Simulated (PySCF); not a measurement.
C10H17PSi.
Numbering: `[CH3:1][Si:2]([CH3:3])([CH3:4])[CH2:5][PH:6][c:7]1[cH:8][cH:9][cH:10][cH:11][cH:12]1` (hydrogens: H13, H14, H15 on C1; H16, H17, H18 on C3; H19, H20, H21 on C4; H22, H23 on C5; H24 on P6; H25 on C8; H26 on C9; H27 on C10; H28 on C11; H29 on C12)

Cartesian coordinates in Å at the PBE0-D3(BJ)/def2-SVP level; atoms count from 1:
```xyz
29
C10H17PSi angstrom
C     -3.231    1.751    0.664
Si    -2.415    0.090    0.320
C     -2.933   -1.167    1.618
C     -2.912   -0.516   -1.392
C     -0.534    0.320    0.389
P      0.421   -1.229    0.015
C      2.131   -0.565   -0.106
C      2.952   -0.637    1.028
C      4.250   -0.130    1.002
C      4.753    0.442   -0.166
C      3.951    0.508   -1.305
C      2.649    0.013   -1.273
H     -2.940    2.502   -0.088
H     -4.329    1.660    0.640
H     -2.947    2.137    1.656
H     -2.423   -2.130    1.456
H     -2.676   -0.819    2.631
H     -4.020   -1.345    1.586
H     -2.502   -1.518   -1.598
H     -2.551    0.166   -2.178
H     -4.008   -0.581   -1.481
H     -0.225    1.149   -0.269
H     -0.271    0.611    1.421
H      0.163   -1.268   -1.389
H      2.569   -1.104    1.940
H      4.875   -0.190    1.896
H      5.773    0.832   -0.191
H      4.341    0.951   -2.225
H      2.024    0.076   -2.168
```

Computed, not measured: TDDFT PBE0/def2-SVPD, vertical, gas phase, core orbitals frozen in the response in PySCF 2.14.0, density-fitted response routines.

Kohn–Sham orbitals with the atoms that hold most of them (Löwdin shares over 4%, at most four atoms; ? is withheld):

```tsv
orbital	ε (eV)	atoms
LUMO+2	0.39	P6 11%, Si2 11%, H24 6%, C5 6%
LUMO+1	-0.37	C11 20%, C8 20%, C9 16%, C12 16%
LUMO	-0.61	?
HOMO	-6.62	?
HOMO-1	-7.38	C12 20%, C9 19%, C7 13%, C10 11%
HOMO-2	-7.43	C11 20%, C8 20%, C7 12%, C10 9%
HOMO-3	-8.42	C1 23%, Si2 15%, C5 13%, P6 7%
```

(1) Give the leading atoms of the LUMO.

(2) Give the leading atoms of the HOMO.

(3) The HOMO–LUMO gap is 6.01 eV. Where does the response calculation put the lowest singlet, and from which orbitals?

(4) One configuration dominates each of S1 and S2. Which, and how do the shares of the two leading atoms of either orbital change from the occupied to the empty one?

## Answers

(1) C7 (bonded to 2 C and P) 20%; C10 (bonded to 2 C and H) 20%; C12 (bonded to 2 C and H) 12%; C9 (bonded to 2 C and H) 11%.

(2) P6 (bonded to 2 C and H) 48%; C7 (bonded to 2 C and P) 11%; C5 (bonded to P, Si and 2 H) 11%; C10 (bonded to 2 C and H) 6%. By element: phosphorus 48%, carbon 27% or more.

(3) S1 is at 4.99 eV (f = 0.093), 1.03 eV below the gap, made of HOMO→LUMO (90%). Without the coupling terms of the response equations the lowest excitation would equal the gap.

(4) 
- S1 (4.99 eV, f 0.093), HOMO→LUMO (90%): P6 48% → at most 11%, C7 11% → 20%, C10 6% → 20%
- S2 (5.13 eV, f 0.0055), HOMO→LUMO+1 (75%): P6 48% → at most 16%, C7 11% → at most 16%, C11 at most 6% → 20%, C8 at most 6% → 20%

Löwdin shares depend on the basis, the more so with diffuse functions.

One conformer stands for the species.
